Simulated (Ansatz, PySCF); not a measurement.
C3H8AlCl, SMILES [CH2]([Al]([CH3])[Cl])C. Atoms are numbered in the order given.

```xyz
13

Al     0.3621     0.4360     0.1227
Cl     0.1803    -1.4098     1.1667
C      1.4372     1.8313     0.9609
H      2.4712     1.4821     1.1272
H      1.0337     2.0927     1.9547
H      1.4830     2.7540     0.3596
C     -0.5609     0.5922    -1.5974
C     -1.3670    -0.6205    -2.0843
H      0.2069     0.8736    -2.3452
H     -1.2093     1.4884    -1.5310
H     -2.1641    -0.8902    -1.3729
H     -0.7307    -1.5134    -2.1940
H     -1.8461    -0.4357    -3.0607
```

Geometry optimised at B3LYP-D3(BJ)/def2-SVP. The values are those of a single conformer.

Two levels are set side by side: PBE-D3(BJ)/def2-SVP (Ansatz, a program for electronic structure) and B3LYP-D3(BJ)/def2-SVP (Ansatz). Each level has its own optimised geometry; the coordinates shown are those of the second. Frequencies come from the Hessian of PySCF at each geometry. Differences are taken from unrounded values.

```
quantity                            B3LYP-D3(BJ)  PBE-D3(BJ)  PBE-D3(BJ) minus B3LYP-D3(BJ)
----------------------------------  ------------  ----------  -----------------------------
mean bond length (Å)                       1.367       1.374                          0.007
bond Al1–Cl2 (Å)                           2.128       2.137                          0.008
bond Al1–C3 (Å)                            1.951       1.958                          0.007
bond Al1–C7 (Å)                            1.958       1.967                          0.009
bond C7–C8 (Å)                             1.535       1.535                          0.000
bond C3–H4 (Å)                             1.104       1.111                          0.007
bond C3–H5 (Å)                             1.104       1.111                          0.007
bond C3–H6 (Å)                             1.102       1.109                          0.007
bond C7–H9 (Å)                             1.108       1.116                          0.008
bond C7–H10 (Å)                            1.108       1.116                          0.008
bond C8–H11 (Å)                            1.102       1.109                          0.007
bond C8–H12 (Å)                            1.102       1.109                          0.007
bond C8–H13 (Å)                            1.103       1.111                          0.008
highest harmonic wavenumber (cm⁻¹)          3114        3072                            -42
mean harmonic wavenumber (cm⁻¹)             1342        1310                            -32
zero-point energy (kcal/mol)               63.32       61.79                          -1.53
```

GGA bonds tend to be longer and softer than those of functionals with exact exchange. Differences between two approximate levels are no errors against the true value.
